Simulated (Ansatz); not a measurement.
C11H20O2, SMILES `CC(C)(C)C(=O)CC(=O)C(C)(C)C` at its PBE0-D4/def2-TZVP geometry, where that method's forces vanish. Charge 0, multiplicity 1.

```xyz
33

C    -1.1531   -2.2488    1.5278
C    -0.2118   -1.1120    1.9101
C    -0.2272   -0.9021    3.4221
C     1.2146   -1.4590    1.4589
C    -0.5605    0.2198    1.2375
O    -0.1501    1.2625    1.6845
C    -1.3929    0.2273   -0.0400
C    -0.5311   -0.0417   -1.2687
O    -0.4488   -1.1648   -1.7015
C     0.2595    1.1043   -1.9087
C     0.2623    0.8964   -3.4210
C     1.6948    0.9841   -1.3757
C    -0.2916    2.4846   -1.5690
H    -0.8569   -3.1552    2.0615
H    -2.1869   -2.0283    1.8087
H    -1.1186   -2.4645    0.4585
H     0.1048   -1.8149    3.9225
H    -1.2339   -0.6680    3.7778
H     0.4317   -0.0832    3.7094
H     1.5370   -2.3734    1.9635
H     1.2662   -1.6352    0.3829
H     1.9095   -0.6589    1.7207
H    -1.8607    1.2074   -0.1022
H    -2.1506   -0.5527   -0.0130
H     0.8943    1.6519   -3.8940
H     0.6420   -0.0919   -3.6787
H    -0.7452    0.9909   -3.8343
H     1.7397    1.1446   -0.2970
H     2.1130    0.0023   -1.6056
H     2.3186    1.7441   -1.8533
H    -0.2501    2.6878   -0.4975
H     0.3066    3.2451   -2.0771
H    -1.3245    2.6015   -1.9091
```

Task: What forces (eV/Å) does PBE-D4/def2-TZVPP give on these atoms in Ansatz? (Best estimate.)

Result: Ansatz gave: 
```
C1  -0.023 -0.040 -0.010
C2  -0.063 -0.076 -0.004
C3  -0.001  0.000  0.056
C4   0.056 -0.002 -0.038
C5  -0.306 -0.627 -0.273
O6   0.424  1.030  0.447
C7  -0.095  0.015 -0.002
C8  -0.107  0.695  0.260
O9   0.099 -1.115 -0.432
C10 -0.035  0.092  0.002
C11  0.003  0.000 -0.056
C12  0.052 -0.015  0.041
C13 -0.009  0.045  0.009
H14  0.048 -0.195  0.102
H15 -0.201  0.037  0.051
H16 -0.002 -0.051 -0.207
H17  0.064 -0.176  0.106
H18 -0.193  0.047  0.077
H19  0.130  0.166  0.070
H20  0.070 -0.184  0.101
H21  0.024 -0.037 -0.203
H22  0.146  0.152  0.047
H23 -0.094  0.198 -0.003
H24 -0.152 -0.158 -0.004
H25  0.122  0.146 -0.101
H26  0.074 -0.199 -0.064
H27 -0.193  0.017 -0.088
H28  0.023  0.029  0.204
H29  0.093 -0.191 -0.040
H30  0.130  0.152 -0.095
H31  0.003  0.051  0.207
H32  0.113  0.169 -0.098
H33 -0.200  0.028 -0.062
```
